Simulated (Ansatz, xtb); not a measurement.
**C6H9NSi: 8 structures ranked**

8 gas-phase structures of C6H9NSi, from a drawn sample of its isomers (lower ones may exist). Each was relaxed with GFN2-xTB; where two conformers were screened, the lower at r2SCAN-D4/def2-SVP is listed:

A. `C=C[Si]1(N)C=CC=C1`, a singlet
B. `C=CC1=C(N)C=C[SiH2]1`, a singlet
C. `C=CC1=CC(N)=C[SiH2]1`, a singlet
D. `C=CC1=C[SiH2]C(N)=C1`, a singlet
E. `C=C[SiH]1C=CC=C1N`, a singlet
F. `C=C[SiH]1C=CC(N)=C1`, a singlet
G. `C=CC1=CC=C[SiH]1N`, a singlet
H. `C=CC1=CC=C(N)[SiH2]1`, a singlet

Problem. Make a reasoned guess at their ranking by r2SCAN-D4/def2-SVP single-point energy.

Solution. Calculated order at r2SCAN-D4/def2-SVP: G (0.0), A (2.2), C (11.9), B (12.6), H (14.7), F (14.7), D (16.9), E (17.8) kcal/mol. Less than 1 kcal/mol parts C and B; H and F; D and E, so the order within those pairs means little. CCSD(T)/def2-SVP + ΔMP2/def2-TZVPP after further relaxation puts A lowest instead.

Energies above the lowest of each column, in kcal/mol; the last columns are at PBE0-D3(BJ)/def2-SVP geometries and were run for some of them only (a dash: not run or not comparable):

```
structure  GFN2-xTB  HF/STO-3G  r2SCAN-D4/def2-SVP  PBE0-D3(BJ)/def2-SVP  CCSD(T)/def2-SVP + ΔMP2/def2-TZVPP
        G       0.0        3.6                 0.0                   0.0                                 1.4
        A      17.7        0.0                 2.2                   1.8                                 0.0
        C       3.5       17.2                11.9                  11.8                                20.6
        B       4.1       17.3                12.6                  12.4                                21.6
        H       4.6       18.5                14.7                  14.6                                26.1
        F      20.6       14.5                14.7                     –                                   –
        D       7.9       19.8                16.9                     –                                   –
        E      22.0       16.3                17.8                     –                                   –
```

CCSD(T)/def2-SVP + ΔMP2/def2-TZVPP puts A lowest of those it was run on; GFN2-xTB picks G, r2SCAN-D4/def2-SVP picks G, PBE0-D3(BJ)/def2-SVP picks G. CCSD(T)/def2-SVP + ΔMP2/def2-TZVPP orders those it was run on as A (0.0), G (1.4), C (20.6), B (21.6), H (26.1) kcal/mol. Less than 1 kcal/mol parts C and B, so the order within that pair means little. Some further structures that were screened fall inside this span and aren't listed. Flexible structures stand in one conformer each, not always the lowest. Frequencies (GFN2-xTB) were run for A, B, C, G, H alone. The ΔMP2 step shifts differences by up to 7.7 kcal/mol, which makes them less sure. ΔMP2 is the change of the MP2 energy from the smaller to the larger basis.

Over these structures GFN2-xTB departs from r2SCAN-D4/def2-SVP by 7.7 kcal/mol on average once a common shift is removed. A GFN2-xTB relaxation took about 0.091 s and the r2SCAN-D4/def2-SVP energy about 4.4 s on a shared host (Ansatz 0.2.0, xtb 6.7.1).
